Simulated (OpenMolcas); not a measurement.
# Lines of Cr²⁺: computed and rescaled rates

| Property | Result |
| --- | --- |
| Program | OpenMolcas |
| Method | MS-CASPT2, IPEA 0.25 Eh, imaginary shift 0.1 Eh (closed shells correlated: 3s 3p) |
| Basis | ANO-RCC-VTZP [6s5p3d2f1g] |
| Scalar Hamiltonian | DKH2, point nucleus |
| Active space | 4 electrons in 10 orbitals (3d 4d) |
| State averaging | 2S+1 = 5 even, 5 roots; 2S+1 = 3 even, 45 roots; 2S+1 = 1 even, 44 roots |
| Spin-orbit coupling | RASSI with atomic mean-field integrals over the reference wave functions, term energies averaged over their components |

Rates come from the transition moments of the reference wave functions (E1 and E2 in the length form). At fixed line strength A goes as λ^-3 for E1 and M1 and as λ^-5 for E2, so a rate at the computed wavelength can be rescaled to the measured one. Measured vacuum wavelengths follow from level energies in Sugar and Corliss, J. Phys. Chem. Ref. Data 6, 317 (1977). Branching counts decays inside the model space alone, at computed energies, and the table is only a selection of the E2 and M1 lines, drawn from those between levels with measured partners whose computed energy lies within a factor of 1.5 of the measured one.

```tsv
Upper	Lower	Type	λ computed (nm)	λ measured (nm)	A computed (s-1)	A rescaled (s-1)	Branching %
3d4 5D1	3d4 5D0	M1	149200	160700	1.63e-05	1.30e-05	100.0
3d4 5D2	3d4 5D1	M1	76020	82690	1.29e-04	1.00e-04	100.0
3d4 3H5	3d4 3H4	M1	66300	81160	9.09e-05	4.96e-05	99.3
3d4 3H6	3d4 3H5	M1	57710	74780	1.17e-04	5.38e-05	98.0
3d4 5D3	3d4 5D2	M1	52150	57670	3.27e-04	2.42e-04	100.0
3d4 5D4	3d4 5D3	M1	40500	45550	4.08e-04	2.87e-04	100.0
3d4 3G4	3d4 3H4	M1	2636	2794	7.34e-03		48.7
3d4 1I6	3d4 3H6	M1	1113	1179	2.57e-02		57.0
3d4 1I6	3d4 3H5	M1	1092	1160	1.93e-02		42.9
3d4 1S0	3d4 3P1(1)	M1	896.4	980	2.76e-01		100.0
3d4 1D2	3d4 3F3(1)	M1	688	733.1	7.59e-02		38.0
3d4 3P0(1)	3d4 5D1	M1	581.6	598.5	2.17e-01		100.0
3d4 3H4	3d4 5D4	M1	580.1	598.9	1.38e-04		83.8
3d4 3P1(1)	3d4 5D2	M1	572.8	588.7	1.68e-01		88.2
3d4 3P2(1)	3d4 5D3	M1	556.3	571.6	1.17e-01		90.9
3d4 3F4(1)	3d4 5D4	M1	537	555.3	1.31e-01		82.5
3d4 3F3(1)	3d4 5D3	M1	532.6	550.8	7.46e-02		65.5
3d4 3F2(1)	3d4 5D2	M1	529.1	547.4	3.08e-02		56.7
3d4 1G4(2)	3d4 1I6	E2	404.5	421	2.18e+00	1.79e+00	78.6
3d4 3D3	3d4 5D4	M1	383.5	397.6	6.38e-02		57.1
3d4 3F4(2)	3d4 3H6	E2	371.2	388.3	1.75e+00	1.40e+00	42.4
3d4 3F3(2)	3d4 3H5	E2	368.6	385.7	1.66e+00	1.32e+00	39.7
3d4 3P1(2)	3d4 3P2(1)	E2	367.6	383.7	7.92e-01	6.39e-01	39.0
3d4 3F2(2)	3d4 3H4	E2	366.8	384.2	1.87e+00	1.48e+00	43.4
3d4 3P0(2)	3d4 3P2(1)	E2	364.5	380.4	1.02e+00	8.24e-01	51.0
```

Spin-changing lines and M1 lines between different terms are not rescaled, since their strength hangs on the term gaps too.

The largest correction is for 3d4 3H6 → 3d4 3H5 (M1): 1.17e-04 × (57710 / 74780)^3 = 5.38e-05 s-1, a factor of 0.46.

The computed rate and branching of 3d4 5D1 → 3d4 5D0 give the upper level a radiative lifetime of 1.000 / 1.63e-05 s-1 = 6.13e+04 s, counting decays inside the model space alone. The rescaled rate gives about 7.7e+04 s.

The computed order of these levels differs from the measured one in 1 place, and where term gaps are wrong the rates of spin-changing lines can be off by large factors.

These are rates of the free ion; in crystals, glasses and complexes forced electric-dipole and non-radiative decay shorten such lifetimes by orders of magnitude. No measured rate stands beside these. Rescaling mends the energy factor alone: line strengths can still be far off where a level mixes with configurations outside the active space, and weak or spin-changing lines hang on small mixing coefficients that depend on the term gaps too, so rescaling need not improve them.

CASPT2 breaks the degeneracy within a term, and the mean is taken; among the terms shown or strongly mixed into the levels shown the widest spread is 1100 cm-1 (3d4 1I). Active for correlation alone: 4d; no level in the range computed is led by a configuration that fills it, so any true level of that kind is missing. The CASPT2 spread within a term exceeds the gap to the next term for 3d4 3P(1) and 3d4 3H, 3d4 3D and 3d4 1I, 3d4 3F(2) and 3d4 3P(2), so the order of their levels is uncertain, and so are names and mixing where such terms share a J. Computed and measured levels are paired by configuration, term and J; levels that our copy of the source lacks, or whose pairing is in doubt (as where it misses far off the trend of its configuration), stay unpaired. Only configurations of the active space appear.

A number in round brackets counts repeated terms of one configuration in the order of the reference energies.
